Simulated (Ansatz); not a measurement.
C2H5AlN2, SMILES `NC#[C][AlH][NH2]`, relaxed with RKS PBE0-D4/def2-TZVP in the Gaussian-basis code of Ansatz from a PBE-D4/def2-SVP geometry. The force threshold is 0.005 eV/Å; the program also tests the step.

Total charge 0; spin multiplicity 1.

Start:

```xyz
10

N    -2.320    0.141   -1.874
C    -1.186    0.150   -1.160
C    -0.147    0.200   -0.479
Al    1.462    0.322    0.516
N     1.542   -0.380    2.157
H    -2.245    0.312   -2.880
H    -3.027   -0.557   -1.629
H     2.778    1.025   -0.048
H     2.367   -0.355    2.760
H     0.775   -0.857    2.636
```

Task: How much energy does the relaxation release, and in how many steps? (Estimate.)

Result: The calculation gave: 5.95 kJ/mol, in 4 steps.

Task: Which bonds change most? (An estimate is asked.)

Result: The calculation gave: C2–C3 from 1.244 to 1.219 Å; Al4–N5 from 1.787 to 1.767 Å; N1–H7 from 1.023 to 1.008 Å; N5–H10 from 1.022 to 1.007 Å.

Task: Give the relaxed structure. (An estimate is asked.)

Result: Computed: 
```xyz
10

N    -2.296    0.141   -1.848
C    -1.166    0.152   -1.141
C    -0.146    0.206   -0.475
Al    1.453    0.322    0.510
N     1.518   -0.379    2.130
H    -2.214    0.296   -2.840
H    -2.983   -0.553   -1.598
H     2.753    1.021   -0.056
H     2.329   -0.363    2.727
H     0.752   -0.843    2.590
```
